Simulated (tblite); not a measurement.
Species: C3H8NOSi (doublet state).
Cartesian coordinates in Å at the GFN2-xTB level; atoms count from 1:
```xyz
14
C3H8NOSi angstrom
C      2.953   -0.126   -0.116
N      1.767    0.415   -0.699
C      0.585    0.159   -0.688
Si    -0.739   -0.987   -0.046
O     -1.840   -0.102    0.755
C     -2.554    1.011    0.323
H      2.741   -0.971    0.547
H      3.450    0.668    0.443
H      3.615   -0.445   -0.921
H     -0.485   -1.955    1.019
H     -1.244   -1.595   -1.283
H     -3.050    1.454    1.188
H     -3.309    0.721   -0.413
H     -1.892    1.752   -0.131
```

Computed values, GFN2-xTB/tblite, gas phase, harmonic and unscaled. The method is semi-empirical: single wavenumbers can be off by several per cent or more. Modes of hydrogen on silicon can be 10 to 20 % off. One conformer, not necessarily the lowest. Open shells enter through the occupations alone, without spin polarisation, and single modes of such species can be off by tens of per cent.

Harmonic wavenumbers (cm⁻¹): 40.9, 75.1, 91.2, 98.9, 127.2, 171.7, 263.3, 366.7, 413.6, 505.5, 605.3, 616.3, 726.2, 780.8, 793.9, 1002.5, 1052.3, 1084.6, 1136.0, 1144.3, 1163.2, 1368.5, 1418.9, 1448.9, 1455.9, 1484.7, 1490.3, 1967.2, 2202.2, 2252.5, 2918.6, 2939.1, 2957.6, 2981.3, 2993.3, 3004.1.

A = 6925, B = 1310, C = 1196 MHz; mass 102.038 u (most abundant isotopes); point group C1, symmetry number 1; spin multiplicity 2.

Task: Zero-point energy?

Result: ½Σν̃ = 22571 cm⁻¹ = 270.01 kJ/mol.

Task: What is S at 298.15 K and 1 bar for an ideal gas of classical rigid rotors and harmonic oscillators?

Result: Translation 166.54, rotation 116.25, vibration 117.55, spin (R ln 2) 5.76: S = 406.1 J/(mol K).

Task: And Cp and H(298.15 K) − H(0)?

Result: Cp = 133.87 J/(mol K), of which vibrations give 100.61 (their classical limit is 36 R = 299.3); H(298.15 K) − H(0) = 27.02 kJ/mol without the zero-point energy, 17.10 from vibrations.

Task: Blend soft modes into free rotors: weight 1/[1 + (100 cm⁻¹/ν̃)⁴] for the oscillator and the rest for a rotor with moment μB/(μ + B), μ = h/(8π²ν), B = 10⁻⁴⁴ kg m². What vibrational entropy results?

Result: 105.34 J/(mol K) in place of 117.55, which changes −T·S at 298.15 K by +3.64 kJ/mol.

Task: How do the functions run with temperature in this model?

Result: 
| T (K) | S (J/(mol K)) | Cp (J/(mol K)) | H − H(0) (kJ/mol) | G − H(0) (kJ/mol) | ln q(vib) |
| --- | --- | --- | --- | --- | --- |
| 150 | 329.4 | 94.1 | 10.13 | -39.27 | 3.53 |
| 250 | 383.7 | 121.0 | 20.88 | -75.04 | 6.10 |
| 400 | 449.1 | 159.8 | 41.99 | -137.66 | 9.51 |
| 600 | 522.3 | 201.6 | 78.35 | -235.01 | 13.61 |
| 900 | 612.7 | 244.2 | 145.70 | -405.73 | 19.10 |

q(vib) and H(0) count from the zero-point level.

Hindered rotation and anharmonicity are outside this model. Other conformers, if any are populated, would add a mixing term that is left out. The structure is chiral; the term R ln 2 for an equal mix with its mirror image is left out.
